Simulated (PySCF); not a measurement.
BH2O3, SMILES [O]B(O)O (connectivity only; charge and spin as stated), charge -1, multiplicity 1. Atoms are numbered in the order given.

```xyz
6

O      0.0000     0.0000     1.4881
B      0.0000     0.0000     0.2066
O      0.0000     1.2117    -0.6143
O      0.0000    -1.2117    -0.6143
H      0.0000     1.0262    -1.5547
H      0.0000    -1.0262    -1.5547
```
Charge -1, spin multiplicity 1.

Geometry: ωB97X-D3(BJ)/def2-SVPD. The spin state was assumed, not searched. The isomer is the one that the SMILES or the coordinates give; other isomers of the formula were not compared. Other conformers were not sampled.

Two levels are set side by side: PBE/pcSseg-2 (PySCF) and PBE0/pcSseg-2 (PySCF). GIAO shifts against BF3 (¹¹B), H2O (¹⁷O), TMS (¹H) at the same level; non-relativistic, no solvent, atoms listed together averaged. Differences are taken from unrounded values.

```json
[
 {"quantity": "δ(¹⁷O) of O1 (ppm)", "PBE": "132.2"},
 {"quantity": "δ(¹¹B) of B2 (ppm)", "PBE": "4.4"},
 {"quantity": "δ(¹⁷O) of O3, O4 (ppm)", "PBE": "75.9"},
 {"quantity": "δ(¹H) of H5, H6 (ppm)", "PBE": "-0.40"}
]
```

Task: These are the PBE values. What does PBE0 give? (An estimate is asked for; the answer gives what the named calculation found.)

Result: 
```
quantity                 PBE0  PBE minus PBE0
----------------------  -----  --------------
δ(¹⁷O) of O1 (ppm)      136.6            -4.4
δ(¹¹B) of B2 (ppm)        4.8            -0.3
δ(¹⁷O) of O3, O4 (ppm)   73.7             2.2
δ(¹H) of H5, H6 (ppm)   -0.59            0.18
```

Rough cost on one machine, each run with all the roots and properties that it gave: PBE0 against PBE within a factor of 2.
